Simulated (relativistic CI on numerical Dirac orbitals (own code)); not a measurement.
Level scheme of Kr¹⁵⁺

These numbers are calculated, not measured: Dirac-Coulomb-Breit CI, separate exchange-only KLI orbitals for each configuration, a model potential for QED, unscaled Slater integrals (own radial code, finite nucleus).

Configuration list (outside the closed core [Ne]): 3s2 3p6 3d3, 3s2 3p5 3d4, 3s 3p6 3d4, 3s2 3p6 3d2 4s, 3s2 3p6 3d2 4p, 3s2 3p6 3d2 4d, 3s2 3p6 3d2 4f, 3s2 3p5 3d3 4s, 3s2 3p6 3d 4s 4p, 3s2 3p5 3d3 4p, 3s2 3p6 3d2 5s, 3s2 3p6 3d2 5p, 3s2 3p6 3d2 5d, 3s2 3p6 3d 4p 4d, 3s 3p6 3d3 4s, 3s2 3p6 3d2 5f, 3s2 3p6 3d2 5g, 3s 3p6 3d3 4p, 3s2 3p6 3d2 6s, 3s2 3p6 3d2 6p, 3s2 3p6 3d2 6d, 3p6 3d4 4p, 3p6 3d5, 3p5 3d6, 3s2 3p6 3d 4s2, 3s2 3p6 4s2 4p, 3s2 3p6 4s2 4d, 3s2 3p6 4s2 4f, 3s2 3p6 3d 4p2, 3s2 3p6 4s 4p2, 3s2 3p6 4p3, 3s2 3p6 4p2 4d, 3s2 3p6 4p2 4f, 3s2 3p6 3d 4s 4d, 3s2 3p6 4s 4p 4d, 3s2 3p6 4s 4d2, 3s2 3p6 4s 4d 4f, 3s2 3p6 3d 4d2, 3s2 3p6 4p 4d2, 3s2 3p6 4d3, 3s2 3p6 4d2 4f, 3p6 3d4 4s, 3p5 3d5 4s, 3s 3p6 3d2 4s2, 3s 3p6 3d 4s2 4p, 3s 3p6 3d 4s2 4d, 3s 3p6 3d 4s2 4f. Double excitations out of closed p, d and f shells are left out; levels of such configurations are missing from the list, as are those of other unlisted configurations, and high levels can miss mixing partners. These lack a partner that the ground configuration has and come out too high: 3s2 3p5 3d3 4p.

The lowest level is 3s2 3p6 3d3 4F_3/2, with 97 % of that term; Hund's rules for 3s2 3p6 3d3 give 4F with J = 3/2, in agreement.

| No. | Configuration | Term | J | E (eV) | % | jj configuration (%) |
| --- | --- | --- | --- | --- | --- | --- |
| 1 | 3s2 3p6 3d3 | 4F | 3/2 | 0.000 | 97 | 3d3/2^3 (49) |
| 2 | 3s2 3p6 3d3 | 4F | 5/2 | 0.712 | 99 | 3d3/2^2 3d5/2 (83) |
| 3 | 3s2 3p6 3d3 | 4F | 7/2 | 1.527 | 98 | 3d3/2 3d5/2^2 (70) |
| 4 | 3s2 3p6 3d3 | 4F | 9/2 | 2.364 | 95 | 3d3/2 3d5/2^2 (51) |
| 5 | 3s2 3p6 3d3 | 4P | 3/2 | 5.719 | 74 | 3d3/2^2 3d5/2 (63) |
| 6 | 3s2 3p6 3d3 | 4P | 1/2 | 5.841 | 90 | 3d3/2^2 3d5/2 (82) |
| 7 | 3s2 3p6 3d3 | 2G | 7/2 | 6.637 | 98 | 3d3/2 3d5/2^2 (52) |
| 8 | 3s2 3p6 3d3 | 4P | 5/2 | 6.947 | 97 | 3d3/2 3d5/2^2 (65) |
| 9 | 3s2 3p6 3d3 | 2G | 9/2 | 7.050 | 66 | 3d3/2^2 3d5/2 (72) |
| 10 | 3s2 3p6 3d3 | 2D | 3/2 | 8.254 | 55 | 3d3/2 3d5/2^2 (77) |
| 11 | 3s2 3p6 3d3 | 2P | 1/2 | 8.783 | 90 | 3d3/2 3d5/2^2 (82) |
| 12 | 3s2 3p6 3d3 | 2H | 11/2 | 9.469 | 100 | 3d3/2 3d5/2^2 (100) |
| 13 | 3s2 3p6 3d3 | 2H | 9/2 | 9.489 | 70 | 3d3/2 3d5/2^2 (47) |
| 14 | 3s2 3p6 3d3 | 2D | 5/2 | 9.895 | 96 | 3d3/2 3d5/2^2 (57) |
| 15 | 3s2 3p6 3d3 | 2P | 3/2 | 10.711 | 59 | 3d5/2^3 (86) |
| 16 | 3s2 3p6 3d3 | 2F | 7/2 | 14.065 | 99 | 3d3/2 3d5/2^2 (78) |
| 17 | 3s2 3p6 3d3 | 2F | 5/2 | 14.334 | 97 | 3d3/2 3d5/2^2 (50) |
| 18 | 3s2 3p6 3d3 | 2D | 5/2 | 21.720 | 97 | 3d3/2^2 3d5/2 (43) |
| 19 | 3s2 3p6 3d3 | 2D | 3/2 | 21.959 | 100 | 3d3/2 3d5/2^2 (87) |
| 20 | 3p5 3d4(5D) | 6D° | 7/2 | 92.648 | 87 | 3p3/2^3 3d3/2^2 3d5/2^2 (53) |
| 21 | 3p5 3d4(5D) | 6D° | 9/2 | 92.795 | 91 | 3p3/2^3 3d3/2 3d5/2^3 (39) |
| 22 | 3p5 3d4(5D) | 6D° | 5/2 | 92.858 | 86 | 3p3/2^3 3d3/2^3 3d5/2 (39) |
| 23 | 3p5 3d4(5D) | 6D° | 3/2 | 93.332 | 87 | 3p3/2^3 3d3/2^2 3d5/2^2 (38) |
| 24 | 3p5 3d4(5D) | 6D° | 1/2 | 93.916 | 92 | 3p3/2^3 3d3/2^3 3d5/2 (33) |
| 25 | 3p5 3d4(5D) | 6F° | 11/2 | 98.183 | 97 | 3p3/2^3 3d3/2 3d5/2^3 (40) |
| 26 | 3p5 3d4(5D) | 6F° | 9/2 | 99.663 | 83 | 3p3/2^3 3d3/2^2 3d5/2^2 (40) |
| 27 | 3p5 3d4(5D) | 6F° | 7/2 | 100.439 | 68 | 3p3/2^3 3d3/2^2 3d5/2^2 (47) |
| 28 | 3p5 3d4(5D) | 6P° | 3/2 | 100.730 | 42 | 3p3/2^3 3d3/2^3 3d5/2 (41) |
| 29 | 3p5 3d4(5D) | 6F° | 5/2 | 100.740 | 47 | 3p3/2^3 3d3/2^2 3d5/2^2 (48) |
| 30 | 3p5 3d4(3F) | 4D° | 1/2 | 101.103 | 65 | 3p3/2^3 3d3/2^2 3d5/2^2 (47) |
| 31 | 3p5 3d4(5D) | 6P° | 3/2 | 101.538 | 38 | 3p3/2^3 3d3/2^2 3d5/2^2 (27) |
| 32 | 3p5 3d4(3F) | 4D° | 7/2 | 101.835 | 60 | 3p3/2^3 3d3/2^2 3d5/2^2 (39) |
| 33 | 3p5 3d4(3F) | 4D° | 5/2 | 102.190 | 36 | 3p3/2^3 3d3/2^2 3d5/2^2 (43) |
| 34 | 3p5 3d4(3G) | 4F° | 3/2 | 102.724 | 52 | 3p3/2^3 3d3/2^2 3d5/2^2 (46) |
| 35 | 3p5 3d4(3F) | 4F° | 9/2 | 103.436 | 66 | 3p3/2^3 3d3/2^3 3d5/2 (52) |
| 36 | 3p5 3d4(5D) | 6P° | 5/2 | 103.743 | 49 | 3p3/2^3 3d3/2^2 3d5/2^2 (36) |
| 37 | 3p5 3d4(3F) | 4F° | 7/2 | 104.191 | 63 | 3p3/2^3 3d3/2^2 3d5/2^2 (36) |
| 38 | 3p5 3d4(3H) | 4H° | 11/2 | 104.351 | 51 | 3p3/2^3 3d3/2^2 3d5/2^2 (85) |
| 39 | 3p5 3d4(3P) | 4P° | 3/2 | 104.380 | 41 | 3p3/2^3 3d3/2^2 3d5/2^2 (40) |
| 40 | 3p5 3d4(5D) | 6F° | 1/2 | 104.548 | 60 | 3p1/2 3p3/2^4 3d3/2^2 3d5/2^2 (28) |
| 41 | 3p5 3d4(3H) | 4H° | 13/2 | 104.736 | 70 | 3p3/2^3 3d3/2^2 3d5/2^2 (77) |
| 42 | 3p5 3d4(3F) | 4F° | 5/2 | 104.903 | 49 | 3p3/2^3 3d3/2^2 3d5/2^2 (49) |
| 43 | 3p5 3d4(3F) | 4G° | 9/2 | 104.945 | 42 | 3p3/2^3 3d3/2^2 3d5/2^2 (53) |
| 44 | 3p5 3d4(3H) | 4H° | 7/2 | 105.085 | 42 | 3p3/2^3 3d3/2^2 3d5/2^2 (42) |
| 45 | 3p5 3d4(3F) | 4G° | 11/2 | 105.304 | 67 | 3p3/2^3 3d3/2^3 3d5/2 (52) |
| 46 | 3p5 3d4(3G) | 4F° | 3/2 | 105.429 | 37 | 3p3/2^3 3d3/2 3d5/2^3 (28) |
| 47 | 3p5 3d4(3P) | 4P° | 5/2 | 106.037 | 56 | 3p3/2^3 3d3/2 3d5/2^3 (33) |
| 48 | 3p5 3d4(3H) | 4I° | 15/2 | 106.046 | 97 | 3p3/2^3 3d3/2^2 3d5/2^2 (57) |
| 49 | 3p5 3d4(3H) | 2G° | 9/2 | 106.181 | 38 | 3p3/2^3 3d3/2^2 3d5/2^2 (70) |
| 50 | 3p5 3d4(3F) | 4G° | 7/2 | 106.539 | 53 | 3p3/2^3 3d3/2^2 3d5/2^2 (55) |
| 51 | 3p5 3d4(3F) | 4G° | 5/2 | 106.566 | 58 | 3p3/2^3 3d3/2^2 3d5/2^2 (42) |
| 52 | 3p5 3d4(3P) | 4D° | 7/2 | 106.892 | 45 | 3p3/2^3 3d3/2^2 3d5/2^2 (41) |
| 53 | 3p5 3d4(3D) | 4P° | 1/2 | 107.058 | 90 | 3p3/2^3 3d3/2^2 3d5/2^2 (35) |
| 54 | 3p5 3d4(3P) | 2D° | 3/2 | 107.254 | 34 | 3p3/2^3 3d3/2 3d5/2^3 (25) |
| 55 | 3p5 3d4(3F) | 4G° | 9/2 | 107.593 | 34 | 3p3/2^3 3d3/2^2 3d5/2^2 (68) |
| 56 | 3p5 3d4(3D) | 4P° | 3/2 | 107.916 | 61 | 3p3/2^3 3d3/2^2 3d5/2^2 (34) |
| 57 | 3p5 3d4(3G) | 4G° | 11/2 | 108.220 | 52 | 3p3/2^3 3d3/2 3d5/2^3 (54) |
| 58 | 3p5 3d4(3H) | 4I° | 13/2 | 108.364 | 59 | 3p3/2^3 3d3/2 3d5/2^3 (64) |
| 59 | 3p5 3d4(3D) | 4P° | 5/2 | 108.450 | 42 | 3p3/2^3 3d3/2^2 3d5/2^2 (29) |
| 60 | 3p5 3d4(5D) | 6P° | 7/2 | 108.538 | 28 | 3p1/2 3p3/2^4 3d3/2^2 3d5/2^2 (27) |
| 61 | 3p5 3d4(3P) | 4P° | 1/2 | 108.620 | 56 | 3p3/2^3 3d3/2 3d5/2^3 (34) |
| 62 | 3p5 3d4(3F) | 4F° | 3/2 | 108.626 | 31 | 3p3/2^3 3d3/2 3d5/2^3 (38) |
| 63 | 3p5 3d4(3F) | 4F° | 5/2 | 108.628 | 51 | 3p3/2^3 3d3/2^2 3d5/2^2 (33) |
| 64 | 3p5 3d4(3P) | 4D° | 7/2 | 109.050 | 34 | 3p3/2^3 3d3/2^2 3d5/2^2 (21) |
| 65 | 3p5 3d4(3G) | 2H° | 9/2 | 109.672 | 65 | 3p3/2^3 3d3/2 3d5/2^3 (52) |
| 66 | 3p5 3d4(3G) | 4H° | 13/2 | 109.903 | 90 | 3p3/2^3 3d3/2^2 3d5/2^2 (50) |
| 67 | 3p5 3d4(3P) | 4P° | 5/2 | 109.976 | 35 | 3p3/2^3 3d3/2 3d5/2^3 (27) |
| 68 | 3p5 3d4(3G) | 4H° | 11/2 | 110.012 | 44 | 3p3/2^3 3d3/2^2 3d5/2^2 (70) |
| 69 | 3p5 3d4(5D) | 4F° | 7/2 | 110.131 | 46 | 3p3/2^3 3d3/2 3d5/2^3 (37) |
| 70 | 3s2 3p5 3d4 | 4F° | 9/2 | 110.138 | 23 | 3p3/2^3 3d3/2 3d5/2^3 (27) |

Energies count from the lowest computed level; ° marks odd parity. Percentages are summed over parent terms; the parents shown are those of the largest component, closed shells are left out there. Filled j subshells are mostly left out of the jj labels.

The mean weight of the leading LS term, summed over parents, in these 70 levels is 65 %, and that of the leading jj configuration (from the same eigenvectors) 50 %, so LS coupling describes them better.

At this charge energies of transitions that change n are usually good to better than 1 %, and those within a shell (Δn = 0) to a few per cent. Terms inside the open d or f shell come out 10 to 20 % too wide with unscaled integrals.

Landé's interval rule says that E(J) − E(J−1) = AJ with one A. For the ground term the intervals give A = 2298.0, 1877.5, 1499.9 cm⁻¹ for J = 5/2, 7/2, 9/2; the multiplet is regular.

LS names give the leading component of a level, which can be under half, so a name can repeat, a term be missing and a line seem to break the LS rules.
